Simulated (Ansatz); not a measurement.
Ideal-gas functions of CHBr2I (`BrC(Br)I`) at 500 K and 1 bar, from an Ansatz frequency run at PBE0-D4/def2-TZVP.

Molar mass 299.73 g/mol, point group Cs (symmetry number 1), electronic degeneracy 1, moments of inertia 411.159, 630.977, 1029.264 u Å². Harmonic wavenumbers (cm⁻¹, unscaled): 129, 138, 207, 506, 646, 672, 1127, 1168, 3199.

Use S(trans) = R[1.5 ln M + 2.5 ln T − 1.1517]; rotational temperatures θ = 24.2544 K / I; S(rot) = R[ln(√π/σ · √(T³/θAθBθC)) + 1.5]; for each mode x = 1.438777 ν̃/T, S = R[x/(eˣ − 1) − ln(1 − e⁻ˣ)] and H = RT x/(eˣ − 1); 1 cm⁻¹ = 0.0119627 kJ/mol; R = 8.31446 J/(mol·K).

Q: By hand: the entropy, in J/(mol·K).

A: Translation 190.7. Rotation: θ = 0.059, 0.0384, 0.0236 K, giving 135.6. Vibration, mode by mode: 16.60, 16.05, 12.74, 5.89, 4.26, 4.02, 1.43, 1.30, 0.01, in all 62.3. Electronic 0.0. Sum 388.6 J/(mol·K).

Q: By hand: H − E and G − E in kJ/mol, counted from the electronic energy.

A: Zero-point energy ½ × 7792 × 0.0119627 = 46.6; thermal vibration 15.5; translation, rotation and pV give 4 RT = 16.6. H − E = 78.7 kJ/mol, and G − E = 78.7 − 500 × 388.6/1000 = -115.6 kJ/mol.

Vibration gives 16 % of the entropy, 32.6 J/(mol·K) of it from the modes under 150 cm⁻¹: soft modes count most, and the harmonic formula is weakest for them.
